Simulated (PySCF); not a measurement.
Species: C5H12NP.
Geometry (GFN2-xTB, Å), atoms numbered from 1 in this order:
```
atom  x, y, z in Å
C1    -1.3242    2.4972   -0.2822
P2     0.2686    2.0180   -0.3661
N3     0.3983    0.5505    0.4483
C4     1.7078   -0.0660    0.4899
C5     1.8431   -1.2894   -0.4125
C6    -0.6980   -0.1643    1.0590
C7    -1.5668   -0.9177    0.0524
H8    -2.1407    1.9713    0.1776
H9    -1.5630    3.4426   -0.7369
H10    1.9406   -0.3455    1.5250
H11    2.4299    0.6911    0.1716
H12    2.8789   -1.6198   -0.4277
H13    1.5405   -1.0367   -1.4264
H14    1.2275   -2.1106   -0.0542
H15   -0.2846   -0.8644    1.7911
H16   -1.3185    0.5553    1.6041
H17   -1.9145   -0.2376   -0.7214
H18   -2.4284   -1.3490    0.5569
H19   -1.0064   -1.7157   -0.4257
```

Theory: PySCF, TDDFT CAM-B3LYP/def2-SVPD, vertical, gas phase, core orbitals frozen in the response.

Ground-to-excited transition dipoles (e·a0, same axes as the geometry; the sign carries no meaning), for the states with f of 0.002 or more among the lowest 7:

```
state  E (hartree)      μx     μy      μz
   S1       0.1770  -0.872  0.839  -0.188
   S2       0.2111   0.131  0.104   0.182
   S3       0.2179  -0.121  0.223   0.384
   S4       0.2224   0.080  0.028   0.418
   S5       0.2406  -0.089  0.366   0.046
   S6       0.2481  -0.057  0.245   0.295
   S7       0.2556   0.230  0.118  -0.293
```

Problem. Work out the oscillator strengths.

Solution. f = (2/3) ΔE |μ|² with ΔE in hartree (27.2114 eV).

```json
{"state": "S1", "|μ|² (au)": "1.500", "|μ| (D)": "3.11", "f": "0.177"}
{"state": "S2", "|μ|² (au)": "0.061", "|μ| (D)": "0.63", "f": "0.009"}
{"state": "S3", "|μ|² (au)": "0.212", "|μ| (D)": "1.17", "f": "0.031"}
{"state": "S4", "|μ|² (au)": "0.182", "|μ| (D)": "1.08", "f": "0.027"}
{"state": "S5", "|μ|² (au)": "0.144", "|μ| (D)": "0.96", "f": "0.023"}
{"state": "S6", "|μ|² (au)": "0.150", "|μ| (D)": "0.99", "f": "0.025"}
{"state": "S7", "|μ|² (au)": "0.153", "|μ| (D)": "0.99", "f": "0.026"}
```

Problem. Which bond between heavy atoms lies closest to the direction of the S1 transition dipole?

Solution. N3–C4, at 20° from it; next C1–P2 at 30°.

Problem. What angle do the transition dipoles of S1 and S4 make?

Solution. |cos θ| = |μa·μb| / (|μa| |μb|) = 0.24, so θ ≈ 76° (taken between 0 and 90°, since the signs are arbitrary).

Problem. What peak molar absorption coefficient would the strongest computed level give as a lone Gaussian band 0.4 eV wide at half height?

Solution. ε(max) = 2.175×10⁸ f / FWHM, with the width in cm⁻¹. S1: 2.175×10⁸ × 0.1770 / 3226 ≈ 12000 L mol⁻¹ cm⁻¹.

One conformer stands for the species.
